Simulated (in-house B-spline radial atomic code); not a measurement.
The numbers below are computed, except where a source is named.
# Softness against transferability: the 4s channel of Ru

Ru, [Kr] 4d7 5s1, non-relativistic PBE, spherical and spin-unpolarised, from an all-electron radial atomic-structure program (B-spline basis) (atomic units). The all-electron 4s level is ε = -2.627441 hartree, its outermost node lies just inside 0.51 bohr and its outer maximum at 0.94 bohr.

Troullier-Martins pseudo-orbitals are made for several radii. The cutoffs (hartree) are the plane-wave energies beyond which the orbital holds less than the named kinetic energy per electron. The phase error is the difference, pseudo minus all-electron, of arctan(R P'/P) at R = 1.62 bohr for all radii, half a hartree below and above the level.

| r_c (bohr) | V_l(0) (hartree) | cutoff for 10 mEh | for 1 mEh | for 0.1 mEh | phase error at ε − 0.5 (mrad) | at ε + 0.5 (mrad) |
| --- | --- | --- | --- | --- | --- | --- |
| 0.71 | -45.27 | 192 | 340 | > 450 | -16.8 | -4.0 |
| 0.82 | -11.57 | 85 | 168 | 291 | -5.4 | -0.9 |
| 0.94 | 4.73 | 42.3 | 82.9 | 137 | -3.3 | -0.5 |
| 1.06 | 6.75 | 41.6 | 59.2 | 103 | -2.9 | -0.5 |
| 1.19 | 3.49 | 37.3 | 53.3 | 91.4 | -4.8 | -0.8 |
| 1.32 | 0.60 | 30.1 | 44.9 | 76.4 | -10.0 | -1.6 |

Which radius needs the lowest cutoff for 1 mEh while both phase errors stay within 5.5 mrad?

The radii within that limit are 0.82, 0.94, 1.06, 1.19 bohr; of these r_c = 1.19 needs the least, 53.3 hartree, that is 107 Ry or 1450 eV.

What does the larger radius buy, and what does it cost?

From r_c = 0.71 to 1.32 bohr the cutoff for 1 mEh goes from 340 to 44.9 hartree, a factor of 7.57, against 3.46 for a pure 1/r_c² scaling, end to end; step by step it is 340, 168, 82.9, 59.2, 53.3, 44.9, and for 0.1 mEh > 450, 291, 137, 103, 91.4, 76.4; the number of plane waves goes as the cutoff to the power 3/2, here a factor of 20.8. The larger of the two phase errors is least at r_c = 1.06 bohr, 2.9 mrad; it is 16.8 at the smallest radius and 10.0 at the largest. These errors test the reference atom alone. The smallest radius lies well inside the outer maximum, where the nodeless form must bend sharply to keep the norm, so it is both harder and scatters less well than the next. Large radii also let the cores of neighbours overlap, which an atom doesn't show.
